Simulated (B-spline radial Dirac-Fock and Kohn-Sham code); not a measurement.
Auger decay of the K hole in Pb³⁺

System: lead as Pb³⁺ in the configuration [Xe] 4f14 5d10 6s1.

Calculated with a radial B-spline solver, using one-electron (LDA, Dirac) transition rates at Dirac-Fock energies. Kinetic energies are configuration averages from the vacuum level; the two-hole energies are estimated from single-hole states. The rates lack the Breit term, which in heavy atoms raises K-L1L1 and K-L1L2.

```
transition  kinetic energy (eV)  width (meV)  share (%)
    K-L1L1              55972.6          151        8.7
    K-L1L2              56645.5          223       12.8
    K-L1L3              58833.0          165        9.5
    K-L2L3              59446.8          377       21.6
    K-L3L3              61630.4          139        8.0
    K-L1M1              68140.2         60.6        3.5
    K-L1M2              68424.6         50.6        2.9
    K-L2M3              69585.8         74.2        4.3
    K-L3M2              71254.6         66.5        3.8
    K-L3M3              71757.4         55.6        3.2
```

The listed channels hold 78 % of the non-radiative rate. Summed by principal shells, of 1.74 eV in all: KLL 61.6 %, KLM 26.2 %, KLN 6.4 %, KMM 2.7 %, KMN 1.3 %, KLO 1.2 %.
